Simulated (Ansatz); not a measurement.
One change: `O=C=[N][SnH2][N]=C=O` becomes `O=C=[N][SnH2][F]`.

Ansatz, PBE0-D4/def2-TZVP geometries, multiplicity 1. Each molecule was computed in one conformer, which needn't be the lowest.

Elements past krypton have def2 core potentials.

```
                                        property  `O=C=[N][SnH2][N]=C=O`
               LUMO energy (PBE/def2-TZVPP) / eV                   -2.01
           LUMO energy (ωB97M-V/def2-TZVPP) / eV                    0.72
         HOMO–LUMO gap (ωB97M-V/def2-TZVPP) / eV                   11.54
size of the dipole moment (B3LYP/def2-TZVPP) / D                    4.24
           HOMO energy (ωB97M-V/def2-TZVPP) / eV                  -10.82
             HOMO energy (B3LYP/def2-TZVPP) / eV                   -8.36
```

(1) What does the change do to each property? (An estimate is asked.)

Answers

(1) Ansatz gave: 
```
                                        property  `O=C=[N][SnH2][F]`  shift
               LUMO energy (PBE/def2-TZVPP) / eV               -2.00   0.01
           LUMO energy (ωB97M-V/def2-TZVPP) / eV                0.61  -0.11
         HOMO–LUMO gap (ωB97M-V/def2-TZVPP) / eV               11.48  -0.06
size of the dipole moment (B3LYP/def2-TZVPP) / D                3.88  -0.36
           HOMO energy (ωB97M-V/def2-TZVPP) / eV              -10.87  -0.05
             HOMO energy (B3LYP/def2-TZVPP) / eV               -8.39  -0.03
```

Dipoles are sizes alone; their direction can turn.

B3LYP here is the variant with VWN-RPA as its local correlation; programs differ in this.

Positive LUMOs are unbound, so they and the gaps depend on the basis.
